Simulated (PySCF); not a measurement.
Species: C₆H₁₂N (charge +1).
Numbering: `[CH3:1][N+:2]#[C:3][CH2:4][CH:5]([CH3:6])[CH3:7]` (hydrogens: H8, H9, H10 on C1; H11, H12 on C4; H13 on C5; H14, H15, H16 on C6; H17, H18, H19 on C7)

Computed geometry: GFN2-xTB, gas phase.

(1) List the bond lengths, angles and torsions at this level.

## Answers

(1) 
```
                   bond  length (Å)   order
                  C1–N2       1.378  single
                  N2≡C3       1.152  triple
                  C3–C4       1.401  single
                  C4–C5       1.562  single
           C5–C6, C5–C7       1.523  single
   C1–H8, C1–H9, C1–H10       1.092  single
         C4–H11, C4–H12       1.096  single
                 C5–H13       1.094  single
C6–H14 and 5 like bonds       1.087  single
```

Bonds in one row agree within 0.01 Å and their mean is given. Orders are formal, as drawn. A selection of angles:
```
     angle  degrees
  N2–C1–H8    109.4
  H8–C1–H9    109.6
  C1–N2–C3    178.5
  N2–C3–C4    176.3
  C3–C4–C5    112.1
 C3–C4–H11    108.8
 C5–C4–H11    109.7
H11–C4–H12    108.1
  C4–C5–C6    108.2
  C4–C5–C7    110.1
 C4–C5–H13    108.4
  C6–C5–C7    111.2
 C6–C5–H13    109.2
 C5–C6–H14    109.4
 C5–C6–H15    111.0
H14–C6–H15    108.1
H15–C6–H16    108.8
```

Dihedral angles: C3–C4–C5–C6 173° (antiperiplanar). The mirror-image conformer, all signs reversed, is as good.

The C–C distances run from 1.401 Å (C3–C4, drawn single) to 1.562 Å (C4–C5, drawn single), a spread of 0.161 Å. The 2 C–N bonds span 1.152 Å (N2≡C3, drawn triple) to 1.378 Å (C1–N2, drawn single), a spread of 0.226 Å. Of the pairs four or more bonds apart, C3···H18 is among the closest relative to their van der Waals radii: 2.72 Å, 94 % of the sum of Bondi's values.

Point group: C1 (no symmetry element, even within 0.4 Å). Not checked by GFN2-xTB frequencies.
